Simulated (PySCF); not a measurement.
C4H7BFN. Atoms are numbered in the order given.

```xyz
14

C     -0.7780    -2.9419     0.0000
C      0.1297    -1.9958     0.0000
C      0.9949    -1.0053     0.0000
B      0.5669     0.5014     0.0000
F      1.5383     1.4373     0.0000
N     -0.7715     0.9115     0.0000
C     -1.2495     2.2757     0.0000
H     -1.1630    -3.3608     0.9374
H     -1.1630    -3.3608    -0.9374
H      2.0673    -1.2507     0.0000
H     -1.4905     0.1941     0.0000
H     -1.8608     2.5000     0.8920
H     -0.3894     2.9590     0.0000
H     -1.8608     2.5000    -0.8920
```
Charge 0, spin multiplicity 1.

The structure is a stationary point at r2SCAN-D4/def2-SVP. This is a generated structure with no PubChem entry under its InChIKey; it may be hypothetical. One conformer was computed; it need not be the lowest.

All values below come from r2SCAN-D4/def2-SVP (PySCF).

Harmonic, unscaled wavenumbers; measured fundamentals usually lie a few per cent lower.

Computed normal modes with their intensities:
```tsv
mode	ν (cm⁻¹)	IR (km/mol)	moving atoms (share of kinetic energy)
1	50	0.6	C 38 %, H 26 %, F 21 %, N 13 %
2	96	0.4	C 65 %, H 21 %, N 10 %
3	147	0.2	H 89 %, N 8 %
4	162	3.0	H 37 %, C 29 %, N 27 %
5	229	1.1	C 38 %, F 31 %, H 20 %
6	333	9.5	F 39 %, C 37 %, H 10 %, N 9 %
7	340	4.9	H 65 %, C 30 %
8	424	3.1	C 41 %, H 36 %, B 16 %
9	451	2.3	C 65 %, F 13 %, N 11 %, H 10 %
10	616	10.8	C 50 %, F 16 %, H 15 %, B 10 %, N 9 %
11	621	38.8	H 85 %
12	680	57.4	B 55 %, H 20 %, C 15 %
13	766	1.2	C 33 %, N 28 %, F 20 %, H 19 %
14	807	62.5	H 75 %, C 25 %
15	888	21.5	H 90 %, C 10 %
16	977	0.2	H 60 %, C 40 %
17	1064	4.3	H 55 %, C 40 %
18	1089	30.9	H 69 %, C 18 %
19	1112	17.1	H 28 %, B 24 %, C 22 %, N 22 %
20	1141	0.4	H 75 %, C 19 %
21	1190	114.1	H 34 %, C 27 %, B 18 %, N 13 %
22	1297	84.0	H 54 %, C 28 %, B 17 %
23	1378	142.6	H 53 %, B 34 %
24	1434	8.6	H 65 %, C 33 %
25	1454	122.1	H 58 %, C 25 %, B 14 %
26	1471	6.2	H 97 %
27	1473	42.0	H 86 %
28	1573	243.9	N 37 %, H 33 %, B 28 %
29	2038	199.0	C 98 %
30	3009	81.6	H 97 %
31	3078	33.4	H 90 %, C 10 %
32	3122	0.2	H 94 %
33	3127	0.8	H 92 %
34	3157	6.2	H 91 %, C 9 %
35	3212	0.1	H 89 %, C 11 %
36	3602	16.5	H 93 %
```
